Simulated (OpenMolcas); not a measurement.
## 3d³ along the 21-electron sequence

* Program: OpenMolcas
* Method: MS-CASPT2, IPEA 0.25 Eh, imaginary shift 0.1 Eh
* Basis: ANO-RCC-VTZP
* Scalar Hamiltonian: DKH2, point nucleus
* Spin-orbit coupling: state interaction with AMFI integrals over the reference wave functions, term energies averaged over their components

Active space for each ion: 3 electrons in 10 orbitals (3d 4d); closed shells correlated by CASPT2: 3s 3p.

Computed levels in cm-1 above ⁴F_3/2:

```
                               Level    V2+   Cr3+   Mn4+   Fe5+   Co6+
                              ⁴F_5/2    156    248    376    545    737
                              ⁴F_7/2    369    587    886   1278   1720
                              ⁴F_9/2    637   1009   1514   2170   2910
                              ⁴P_1/2  11890  14770  16860  19650  22180
                              ⁴P_3/2  11960  14880  17020  19850  22410
                              ²G_7/2  12140  15520  18040  21330  24360
                              ⁴P_5/2  12150  15180  17480  20540  23360
                              ²G_9/2  12380  15890  18580  22080  25340
                              ²P_1/2  15660  20090  23330  27450  31190
weight of ⁴F in the lowest level (%)    100    100    100    100    100
```

Measured, with the error of the calculation in %. Measured levels: V2+ from Sugar and Corliss, J. Phys. Chem. Ref. Data 7, 1191 (1978); Cr3+ from Sugar and Corliss, J. Phys. Chem. Ref. Data 6, 317 (1977); Mn4+ from Corliss and Sugar, J. Phys. Chem. Ref. Data 6, 1253 (1977); Fe5+ from Corliss and Sugar, J. Phys. Chem. Ref. Data 11, 135 (1982); Co6+ from Sugar and Corliss, J. Phys. Chem. Ref. Data 10, 1097 (1981).

```json
{"Level": "⁴F_5/2", "V2+": "146 (+7.0)", "Cr3+": "236 (+5.3)", "Mn4+": "359 (+4.7)", "Fe5+": "511 (+6.6)", "Co6+": "698 (+5.6)"}
{"Level": "⁴F_7/2", "V2+": "342 (+8.2)", "Cr3+": "556 (+5.7)", "Mn4+": "835 (+6.0)", "Fe5+": "1188 (+7.6)", "Co6+": "1610 (+6.8)"}
{"Level": "⁴F_9/2", "V2+": "584 (+9.2)", "Cr3+": "946 (+6.8)", "Mn4+": "1412 (+7.2)", "Fe5+": "2001 (+8.7)", "Co6+": "2723 (+6.8)"}
{"Level": "⁴P_1/2", "V2+": "11514 (+3.3)", "Cr3+": "14059 (+5.0)", "Mn4+": "16434 (+2.6)", "Fe5+": "18738 (+4.9)", "Co6+": "21096 (+5.1)"}
{"Level": "⁴P_3/2", "V2+": "11592 (+3.2)", "Cr3+": "14177 (+5.0)", "Mn4+": "16595 (+2.5)", "Fe5+": "18942 (+4.8)", "Co6+": "21304 (+5.2)"}
{"Level": "²G_7/2", "V2+": "11966 (+1.5)", "Cr3+": "15052 (+3.1)", "Mn4+": "17892 (+0.8)", "Fe5+": "20616 (+3.5)", "Co6+": ""}
{"Level": "⁴P_5/2", "V2+": "11770 (+3.2)", "Cr3+": "14471 (+4.9)", "Mn4+": "17049 (+2.5)", "Fe5+": "19611 (+4.7)", "Co6+": "22187 (+5.3)"}
{"Level": "²G_9/2", "V2+": "12187 (+1.6)", "Cr3+": "15402 (+3.2)", "Mn4+": "18399 (+1.0)", "Fe5+": "21315 (+3.6)", "Co6+": ""}
{"Level": "²P_1/2", "V2+": "15580 (+0.5)", "Cr3+": "19519 (+2.9)", "Mn4+": "23082 (+1.1)", "Fe5+": "26496 (+3.6)", "Co6+": ""}
```

The fine-structure level ⁴F_9/2 changes by a factor of 4.57 from V2+ to Co6+. Its fourth root runs 5.02, 5.64, 6.24, 6.83, 7.34, with steps per unit of Z of 0.61, 0.60, 0.59, 0.52; equal steps would mean a (Z - σ)^4 law with constant σ.

⁴P_1/2 changes by a factor of 1.87 over the same range, with steps per unit of Z of +2880, +2090, +2790, +2530 cm-1.

Term energies are means over components that CASPT2 splits; among the terms shown or strongly mixed into the levels shown the widest spread is 1100 cm-1 (3d³ ⁴F, Mn4+). Active for correlation alone: 4d; no level in the range computed is led by a configuration that fills it, so any true level of that kind is missing. The CASPT2 spread within a term exceeds the gap to the next term for 3d³ ⁴P and 3d³ ²G, so the order of their levels is uncertain (holds for V2+). Measured partners are found by configuration, term and J. A level has none where our copy of the source lacks it or the pairing is in doubt (some pairs that miss far off the trend of their configuration count as doubtful), and it then counts in no deviation. Levels of configurations outside the active space are missing.
